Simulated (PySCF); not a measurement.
PySCF input file for C₂BrClF₂, SMILES F/C(Cl)=C(\F)Br, SMD-ωB97X/def2-SVP. Coordinates come from a TPSSh-D3(BJ)/def2-SVP optimisation.

```python
import numpy as np
from pyscf import gto, scf, dft
from pyscf.solvent import smd

mol = gto.M(
    atom='''
    F     1.15117711    2.25543720    0.00000000
    C     0.29424320    1.24124846    0.00000000
    Cl   -1.35569334    1.69628189    0.00000000
    C     0.74402308   -0.02597919    0.00000000
    F     2.05134101   -0.26472285    0.00000000
    Br   -0.34301354   -1.54413820    0.00000000
    ''',
    basis='def2-SVP',
    charge=0,
    spin=0,
    max_memory=1600,
    verbose=3,
)
mf = dft.RKS(mol, xc='wb97x').density_fit(auxbasis='def2-universal-jkfit')
mf.grids.level = 3
mf.conv_tol = 1e-9
mf.max_cycle = 100
mf.kernel()
res = {}
for name in ['water', 'chloroform', 'ethylethanoate']:
    s = mf.SMD()
    s.with_solvent.solvent, s.with_solvent.sasa_ng = name, 302
    s.kernel(mf.make_rdm1())
    res[name] = (s.e_tot, s.with_solvent.get_cds(), s.dip_moment(), s.mo_energy, s.converged)
    print(f'SMD {name}: dG(solv) = {(s.e_tot - mf.e_tot) * 627.509474:.3f} kcal/mol, of which CDS {res[name][1] * 627.509474:.3f}')
```

Program output:

```
converged SCF energy = -3309.49013938118
converged SCF energy = -3309.48683326842
Dipole moment(X, Y, Z, Debye): -1.04682, -0.41152,  0.00000
SMD water: dG(solv) = 2.075 kcal/mol, of which CDS 2.988
converged SCF energy = -3309.49387642588
Dipole moment(X, Y, Z, Debye): -1.02331, -0.40981,  0.00000
SMD chloroform: dG(solv) = -2.345 kcal/mol, of which CDS -1.726
converged SCF energy = -3309.49305697529
Dipole moment(X, Y, Z, Debye): -1.02867, -0.41051,  0.00000
SMD ethylethanoate: dG(solv) = -1.831 kcal/mol, of which CDS -1.154
```

The run converged.

Cost: roughly 40 core-seconds.
